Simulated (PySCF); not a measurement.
Polarisability and C₆ of Kr⁺ (krypton, charge +1)

[Ar] 3d10 4s2 4p5, 2P determinant. Computed with PySCF 2.14 in def2-QZVPPD (12s8p5d4f1g, 98 functions), with the non-relativistic Hamiltonian (point nucleus). Coupled (time-dependent) response in atomic units; α is the mean over directions.

```
 method  mean α (bohr³)         α xx, yy, zz  C₆ (like pair)  S(−4)
r2SCAN0           10.68  10.37, 10.84, 10.84           67.08  19.97
```

S(−4) is the Cauchy moment in α(ω) = α(0) + S(−4) ω² + …

Spin-orbit coupling is absent.

α(iu) at r2SCAN0:

| u (hartree) | α(iu) (bohr³) |
| --- | --- |
| 0 | 10.68 |
| 0.0500 | 10.63 |
| 0.100 | 10.49 |
| 0.200 | 9.947 |
| 0.300 | 9.176 |
| 0.500 | 7.411 |
| 0.750 | 5.473 |
| 1.00 | 4.068 |
| 1.50 | 2.421 |
| 2.00 | 1.596 |
| 3.00 | 0.8635 |
| 5.00 | 0.4017 |

For an ion, C₆ is the dispersion term alone; charge-induced terms of lower order in 1/R come first.

The components differ because the open shell of this determinant is not spherical; for a pure term their mean is the scalar polarisability.
